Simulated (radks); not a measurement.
Q: These are the eigenvalues of the occupied orbitals of an atom or ion with whole-number occupations (hartree). All-electron calculation, scalar-relativistic Kohn-Sham, PBE, spin-unpolarised, spherical densities, point nucleus. Program: a radial shooting solver on a logarithmic mesh with Libxc functionals.

orbital  eigenvalue
1s        -2230.088
2s        -418.6580
2p        -375.6565
3s        -131.8014
3p        -118.7559
3d        -103.0239
4s        -59.58575
4p        -54.74633

Which element is it, and in what charge state? The configuration may be excited.

A: Z = 69, thulium, charge +34: Tm34+ in [Ar] 3d10 4s2 4p5. The list shows which subshells hold electrons but not how many an open one holds; the 1s level, -2230.1 hartree, gives Z - s = 66.8 by -(Z - s)^2/2, which with screening and relativity narrows Z to a few neighbours, and the depths of the outer levels then fix element, charge and occupations together.
